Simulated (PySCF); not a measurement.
From one molecule to another.

First species: C6H10OSSi.
InChI=1S/C6H10OSSi/c1-6(5-7)3-2-4-9-8-6/h2,4-5H,3,9H2,1H3/t6-/m0/s1

Second species: C6H8Cl2O.
Atom-mapped SMILES: `[CH3:1][CH:2]([CH3:3])/[C:4]([Cl:5])=[CH:6]/[C:7](=[O:8])[Cl:9]` (hydrogens: H10, H11, H12 on C1; H13 on C2; H14, H15, H16 on C3; H17 on C6)

Levels: PBE0/pcSseg-1 for HOMO energy, LUMO energy and HOMO–LUMO gap. Geometries: GFN2-xTB. All species are isolated and taken at one optimised geometry, non-relativistic unless stated; the electronic structure was computed with PySCF and density fitting.

The conformers computed, where there is a choice (atom-mapped SMILES and torsion angles):
- `[CH3:1][CH:2]([CH3:3])/[C:4]([Cl:5])=[CH:6]/[C:7](=[O:8])[Cl:9]`: C1–C2–C4–Cl5 61°, C4–C6–C7–O8 0°

The conformers of `C[C@@]1(C=O)CC=C[SiH2]S1` aren't listed.

```tsv
property	column X	column Y
HOMO energy	-7.01 eV	-8.14 eV
LUMO energy	-0.87 eV	-2.27 eV
HOMO–LUMO gap	6.14 eV	5.87 eV
```

Question: Which column belongs to which species?

Answer: Column X is the first species and column Y the second. The first has 19 atoms and 84 electrons, the second 17 and 86.

Question: How does each property change from the first species to the second?

Answer: HOMO energy -1.13 eV; LUMO energy -1.40 eV; HOMO–LUMO gap -0.27 eV.

